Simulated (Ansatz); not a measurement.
Al10Sb9Cl3, relaxed as a singlet with RKS PBE-D4/def2-SVP in Ansatz, starting from a model built from a lattice or polyhedron. Force threshold 0.03 eV/Å.

In the def2 sets Sb takes a core potential; there is no spin–orbit coupling. Single mean-field runs in def2-SVP are fitted with def2-universal-jkfit. The restricted singlet is unstable towards broken spin symmetry in Hartree–Fock (as tested in another run); at PBE-D4/def2-SVP this wasn't settled.

Start:

Cartesian coordinates in Å:
```
Al 1.2442 -3.7909 2.1876
Al 4.1948 -1.2864 0.2152
Al -2.9725 -3.3212 1.2995
Al -0.0527 -0.7937 -0.6761
Al -4.2711 -0.3287 -1.5488
Al -2.7230 0.8986 2.3175
Al -1.3367 2.1939 -3.5268
Al 1.5265 0.4221 3.1907
Al 0.2217 3.3657 0.3353
Al 2.8885 1.7209 -2.6412
Sb -1.2516 -3.8777 3.2057
Sb 1.7052 -1.3369 1.2284
Sb 4.6364 1.1336 -0.7465
Sb -0.9658 0.3109 4.2197
Sb -2.5172 -0.8961 0.3450
Sb 0.4240 1.6358 -1.6152
Sb -3.7915 2.1339 -2.5091
Sb -2.2241 3.3231 1.3691
Sb 1.9672 2.8487 2.2274
Cl 4.3311 -2.7789 -1.4243
Cl -4.1008 -1.8023 -3.1803
Cl 3.0675 0.2257 -4.2725
```

```json
{"step": "1", "energy (eV)": "-162307.1460", "largest force component (eV/Å)": "1.544", "SCF passes": "84"}
{"step": "2", "energy (eV)": "-162309.2048", "largest force component (eV/Å)": "1.182", "SCF passes": "41"}
{"step": "3", "energy (eV)": "-162310.9239", "largest force component (eV/Å)": "0.713", "SCF passes": "45"}
{"step": "4", "energy (eV)": "-162312.0896", "largest force component (eV/Å)": "0.578", "SCF passes": "45"}
{"step": "5", "energy (eV)": "-162313.0473", "largest force component (eV/Å)": "0.502", "SCF passes": "45"}
{"step": "6", "energy (eV)": "-162313.6271", "largest force component (eV/Å)": "0.408", "SCF passes": "47"}
{"step": "7", "energy (eV)": "-162314.1828", "largest force component (eV/Å)": "0.353", "SCF passes": "40"}
{"step": "8", "energy (eV)": "-162314.6437", "largest force component (eV/Å)": "0.307", "SCF passes": "34"}
{"step": "9", "energy (eV)": "-162315.0964", "largest force component (eV/Å)": "0.414", "SCF passes": "33"}
{"step": "10", "energy (eV)": "-162315.4252", "largest force component (eV/Å)": "0.447", "SCF passes": "34"}
{"step": "11", "energy (eV)": "-162315.7011", "largest force component (eV/Å)": "0.355", "SCF passes": "34"}
{"step": "13", "energy (eV)": "-162316.1084", "largest force component (eV/Å)": "0.475", "SCF passes": "39"}
{"step": "15", "energy (eV)": "-162316.2610", "largest force component (eV/Å)": "0.207", "SCF passes": "25"}
{"step": "17", "energy (eV)": "-162316.3904", "largest force component (eV/Å)": "0.172", "SCF passes": "25"}
{"step": "19", "energy (eV)": "-162316.5115", "largest force component (eV/Å)": "0.173", "SCF passes": "27"}
{"step": "21", "energy (eV)": "-162316.6556", "largest force component (eV/Å)": "0.257", "SCF passes": "27"}
{"step": "23", "energy (eV)": "-162316.8345", "largest force component (eV/Å)": "0.177", "SCF passes": "32"}
{"step": "25", "energy (eV)": "-162317.0795", "largest force component (eV/Å)": "0.324", "SCF passes": "26"}
{"step": "27", "energy (eV)": "-162317.3551", "largest force component (eV/Å)": "0.260", "SCF passes": "31"}
{"step": "29", "energy (eV)": "-162317.5907", "largest force component (eV/Å)": "0.153", "SCF passes": "30"}
{"step": "31", "energy (eV)": "-162317.9506", "largest force component (eV/Å)": "0.310", "SCF passes": "30"}
{"step": "33", "energy (eV)": "-162318.3626", "largest force component (eV/Å)": "0.428", "SCF passes": "32"}
{"step": "35", "energy (eV)": "-162318.4430", "largest force component (eV/Å)": "0.242", "SCF passes": "25"}
{"step": "37", "energy (eV)": "-162318.4728", "largest force component (eV/Å)": "0.055", "SCF passes": "24"}
{"step": "39", "energy (eV)": "-162318.4751", "largest force component (eV/Å)": "0.016", "SCF passes": "24"}
{"step": "40", "energy (eV)": "-162318.4754", "largest force component (eV/Å)": "0.018", "SCF passes": "25"}
```

Force components are those of the run's own axes.

End:

```xyz
22

Al    0.204   -3.592    2.348
Al    2.693   -0.902   -0.805
Al   -2.253   -3.357    1.880
Al   -0.216   -1.147    0.522
Al   -2.401   -0.280   -2.102
Al   -1.868    0.660    1.828
Al   -0.532    2.714   -2.098
Al    1.011    0.281    2.647
Al    0.255    1.511    0.210
Al    1.973    2.222   -2.389
Sb   -1.354   -2.476    4.260
Sb    2.162   -1.961    1.699
Sb    3.809    1.517   -0.534
Sb   -1.039    0.421    4.364
Sb   -2.965   -1.312    0.386
Sb    0.320   -0.248   -2.052
Sb   -3.169    2.281   -2.204
Sb   -2.041    2.991    0.397
Sb    2.206    2.495    1.681
Cl    3.655   -2.400   -1.991
Cl   -3.132   -1.588   -3.633
Cl    2.680    2.170   -4.415
```

Bonds formed: Al2–Sb16, Al5–Sb16, Al7–Sb18, Sb11–Sb14, Sb13–Sb19, Sb17–Sb18 (atoms count from 1). Metal–metal contacts that move far: Al1–Al3 4.33 to 2.51 Å, Al7–Al10 4.34 to 2.57 Å, Al7–Al9 4.33 to 2.72 Å, Al4–Al6 4.35 to 2.77 Å, Al4–Al9 4.29 to 2.72 Å.

The force fell under the threshold at step 38, but the optimiser went on. No frequencies were taken in this run, so the end may be a saddle point.

Hardware: 2 threads of AMD EPYC 7R13 on a shared host and a share (18 GiB) of an NVIDIA H100 80GB HBM3. Wall time 3.2 min, peak host memory 1.2 GiB.
